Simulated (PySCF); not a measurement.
In(Cl) cation (ClIn), SMILES [Cl][In] (connectivity only; charge and spin as stated), charge +1, multiplicity 2.

Coordinates come from a B3LYP-D3(BJ)/def2-TZVP optimisation. The spin state was assumed, not searched. The def2 effective core potentials stand for the cores of In; spin–orbit coupling is left out.

Two levels are set side by side: PBE/def2-TZVPD (PySCF) and M06-2X/def2-TZVPD (PySCF). Same geometry, gas phase. Differences are taken from unrounded values.

```json
[
 {"quantity": "α-spin orbital gap (eV)", "M06-2X": "8.57", "PBE": "4.96", "PBE minus M06-2X": "-3.60"},
 {"quantity": "β-spin orbital gap (eV)", "M06-2X": "5.06", "PBE": "0.99", "PBE minus M06-2X": "-4.07"},
 {"quantity": "mean polarisability (bohr³)", "M06-2X": "42.8", "PBE": "42.7", "PBE minus M06-2X": "-0.1"}
]
```

Rough cost on one machine, each run with all the roots and properties that it gave: M06-2X against PBE within a factor of 2.
